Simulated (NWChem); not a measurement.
System: GaClF2; SMILES [F][Ga]([F])[Cl]

Here is an NWChem input.

```
start job
memory heap 200 mb stack 900 mb global 1100 mb
geometry units angstroms noautoz
  Ga     0.000000     0.000000     0.323050
  F      0.000000    -1.477962     1.225422
  F      0.000000     1.477962     1.225422
  Cl     0.000000     0.000000    -1.783008
end
basis spherical
  * library def2-svp
end
dft
  xc xpbe96 cpbe96
  iterations 150
  vectors input atomic output neutral.movecs
end
task dft energy
charge 1
dft
  odft
  mult 2
  vectors input atomic output cation.movecs
end
task dft energy
```

The geometry was optimised at PBE0/def2-SVP.

Ions are spin-unrestricted doublets at the neutral geometry; other ion states weren't tried.

Task: Predict the main results of this run. (PBE/def2-SVP, vertical spin-unrestricted ions.) Quantities: vertical ionisation energy, ΔSCF (eV); −ε(HOMO) (eV).

Result: 
```json
{
  "vertical ionisation energy, ΔSCF (eV)": "12.14",
  "−ε(HOMO) (eV)": "8.35"
}
```
